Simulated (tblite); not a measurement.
Run record: tight-binding relaxation, `C[C@@H]1CCC[C@H]1[O]` [radical].

Computed with GFN2-xTB geometry optimisation, gas phase (tblite 0.8.0). Start geometry: from a force field or distance geometry. The input is one job of a driver script: a line of settings, then coordinates in Å.

Command:
```bash
OMP_NUM_THREADS=1 python probes_run.py task.json out
```

Input:
```
{"job": {"kind": "relax", "xc": "GFN2-xTB", "basis": "xTB"}, "charge": 0, "multiplicity": 2}
C      2.104800    -0.349700    -0.319800
C      0.663200    -0.414200     0.202900
C     -0.334700    -0.709600    -0.893700
C     -1.666100    -0.342600    -0.249100
C     -1.363100     0.907900     0.577600
C      0.165100     0.920500     0.821900
O      0.393300     0.917400     2.122400
H      2.809600    -0.132500     0.494300
H      2.208700     0.435000    -1.073800
H      2.378400    -1.299100    -0.775500
H      0.612900    -1.244000     0.940300
H     -0.319500    -1.752600    -1.223600
H     -0.172800    -0.064500    -1.760000
H     -2.459700    -0.190800    -0.973400
H     -1.982600    -1.148500     0.434300
H     -1.631400     1.794200    -0.013300
H     -1.984900     0.950800     1.475800
H      0.570000     1.728800     0.201100
```

Q: What does the run print?

A: 
```
step      E/eV     max force
  0    -610.66341    1.787
  1    -610.77237    0.732
  2    -610.82204    0.562
  3    -610.84841    0.485
  4    -610.86438    0.442
  5    -610.87391    0.276
  6    -610.87907    0.209
  7    -610.88151    0.137
  8    -610.88352    0.128
  9    -610.88432    0.075
... (57 lines left out)
 67    -610.89424    0.029
 68    -610.89439    0.034
 69    -610.89452    0.026
 70    -610.89461    0.025
 71    -610.89468    0.018
 72    -610.89472    0.015
 73    -610.89476    0.012
 74    -610.89479    0.013
 75    -610.89481    0.010
 76    -610.89482    0.007
```

«max force» is the largest atomic force in eV/Å.

Q: From which step on does the largest force stay under 0.1 eV/Å, and how much energy is left to gain from there?

A: From step 9 (0.075 eV/Å), 10.5 meV above the end.

Summary of the converged run: energy lowered by 5.3 kcal/mol over 76 steps; largest atomic force 0.007 eV/Å at the end.

Q: Give the final coordinates.

A: 0.132 Å rms from the input after alignment:
```
atom  x, y, z in Å
C1     2.1084   -0.3698   -0.2783
C2     0.6664   -0.4496    0.1612
C3    -0.3575   -0.6868   -0.9338
C4    -1.6961   -0.3398   -0.2820
C5    -1.3991    0.8675    0.6135
C6     0.1361    0.9367    0.8098
O7     0.5890    1.0984    2.0128
H8     2.7339   -0.0374    0.5467
H9     2.2281    0.3199   -1.1119
H10    2.4511   -1.3556   -0.5912
H11    0.5522   -1.1839    0.9619
H12   -0.3243   -1.7185   -1.2860
H13   -0.1583   -0.0249   -1.7790
H14   -2.4682   -0.1259   -1.0200
H15   -2.0321   -1.1816    0.3243
H16   -1.7334    1.7989    0.1547
H17   -1.8826    0.7823    1.5858
H18    0.5773    1.6765    0.0998
```

Hardware: Arm Neoverse V2, one thread (shared host).
Labels such as C1 count atoms from 1, the log's own numbers from 0.
